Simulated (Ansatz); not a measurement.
A structure relaxed at PBE0-D4/def2-TZVP, charge 0, multiplicity 1:

Cartesian coordinates in Å:
```
C 0.604 -0.497 -0.898
O -0.383 0.495 -0.657
C -0.735 0.674 0.619
N -0.349 0.119 1.670
Br -2.051 2.032 0.697
H 0.760 -0.502 -1.974
H 0.257 -1.481 -0.573
H 1.541 -0.246 -0.393
H 0.358 -0.593 1.509
```

Problem. Give its formula and SMILES.

Solution. C2H4BrNO, `COC(=N)Br`.

Problem. Point group (tolerance 0.08 Å, 0.16 Å for H)?

Solution. Cs.

Problem. Summarise the bond lengths by kind.

Solution. 2 × C–O 1.335 to 1.420 Å; 3 × C–H 1.087 to 1.094 Å; 1 × C–N 1.250 Å; 1 × Br–C 1.893 Å; 1 × H–N 1.017 Å.

All numbers were calculated with Ansatz.
